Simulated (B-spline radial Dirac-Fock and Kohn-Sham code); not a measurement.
**Atomic SCF run for Yb⁵⁺**

ΔSCF core binding energies without Breit or QED terms, calculated with an atomic code on a B-spline grid. Keys: rel is the Hamiltonian (dirac, or spin-free x2c and nr, where L3 and M5 stand for the whole 2p and 3d shells), method is hf or an exchange,correlation pair (spin-unpolarised, also for the hole states), nuc the nuclear model, radius_factor scales its radius, rmax is the box in bohr, h the logarithmic mesh step, order the B-spline order, points the quadrature points per cell, c_factor scales the speed of light, and damp, ndamp, maxit and tol steer the iteration. The run stops when the commutator error falls below 10·tol·max(1, Z/10), or the numerical noise floor, and the energy has settled to about 1e-8 Ha; the virial ratio is −V/T.

Input (task.json):

```json
{"items": [{"Z": 70, "q": 5, "cfg": [[1, 0, 2], [2, 0, 2], [2, 1, 6], [3, 0, 2], [3, 1, 6], [3, 2, 10], [4, 0, 2], [4, 1, 6], [4, 2, 10], [4, 3, 12], [5, 0, 2], [5, 1, 5]], "A": 174, "rrms": 5.3108, "do": "settings", "holes": ["K", "L3", "M5"],
  "settings": [{"rel": "dirac", "method": "hf", "nuc": "fermi", "radius_factor": 1.0, "rmax": 45.0, "h": 0.3, "order": 8, "points": 10, "c_factor": 1.0, "maxit": 57, "damp": 0.97, "ndamp": 100, "tol": 1e-08}]}]}
```

Command: `python xray2_run.py task.json out`

Ground-state iterations:

```
iter   energy (Ha)        error
   1   -14030.36633269  2.18e+00
   2   -14040.27823687  1.49e+00
   3   -14042.14073529  1.41e+00
   4   -14043.85512231  1.34e+00
   5   -14045.43196172  1.27e+00
   6   -14046.88115183  1.20e+00
   7   -14048.21196320  1.13e+00
   8   -14049.43307425  1.07e+00
   9   -14050.55260508  1.01e+00
  10   -14051.57814929  9.55e-01
  11   -14052.51680400  9.01e-01
  12   -14053.37519825  8.50e-01
  13   -14054.15951984  8.01e-01
  14   -14054.87554055  7.54e-01
  15   -14055.52864015  7.10e-01
  23   -14059.02134494  4.42e-01
  31   -14060.60108842  2.81e-01
  39   -14061.28290965  1.94e-01
  47   -14061.56771413  1.39e-01
  55   -14061.68510086  1.00e-01
  57   -14061.70150656  9.25e-02
```

The ground state had not converged after 57 iterations, with total energy -14061.70151 Ha, virial ratio 1.89989 and highest orbital energy -81.66 eV. ΔSCF binding energies: K (1s) 61701.2 eV, L3 (2p3/2) 9049.5 eV, M5 (3d5/2) 1614.1 eV (not all states converged, so these are not final).

Question: One setting is unsound. Which, and why?

Answer: damp is so close to 1 that the orbitals hardly move in each step. With the default settings (Dirac Hartree-Fock): The ground state converged in 11 iterations, with total energy -14061.77414 Ha, virial ratio 1.90050 and highest orbital energy -88.01 eV. ΔSCF binding energies: K (1s) 61698.5 eV, L3 (2p3/2) 9046.8 eV, M5 (3d5/2) 1611.5 eV.
